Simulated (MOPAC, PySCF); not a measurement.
C₃H₅N, SMILES `C(N)#CC`, neutral singlet in the gas phase. 

Cartesian coordinates (Å):
```xyz
9

C     -1.7542     0.0576    -0.1192
C     -0.3034     0.0013    -0.1017
C      0.8983    -0.0478    -0.0857
N      2.2456    -0.1197    -0.1390
H     -2.1205     0.9695     0.3602
H     -2.1541     0.0280    -1.1368
H     -2.1773    -0.7887     0.4285
H      2.6475    -0.8582     0.4194
H      2.7177     0.7587     0.0170
```
Charge 0, multiplicity 1.

All levels are single points at this geometry (PBE0-D4/def2-TZVP); Pople sets use spherical d functions. Orbital energies aren't observables, and empty levels follow the basis.

```csv
level,HOMO (eV),LUMO (eV),gap (eV),dipole (D),"vertical IE, Delta-SCF (eV)"
PBE-D3(BJ)/def2-TZVP in PySCF,-4.81,0.13,4.94,1.36,8.20
PBE0-D4/def2-TZVP in PySCF,-6.04,0.97,7.01,1.35,8.33
B3LYP/3-21G in PySCF,-5.30,2.11,7.42,1.67,–
B3LYP/6-311+G** in PySCF,-5.88,-0.28,5.59,1.33,–
M06-2X/6-31G* in PySCF,-6.96,3.13,10.09,1.48,–
PBE/6-31G* in PySCF,-4.38,1.13,5.51,1.51,7.94
HF/6-31G* in PySCF,-8.66,5.99,14.65,1.48,7.36
HF/STO-3G in PySCF,-6.89,10.76,17.65,1.36,–
PM6 in MOPAC,-8.76,1.85,10.61,1.61,–
```
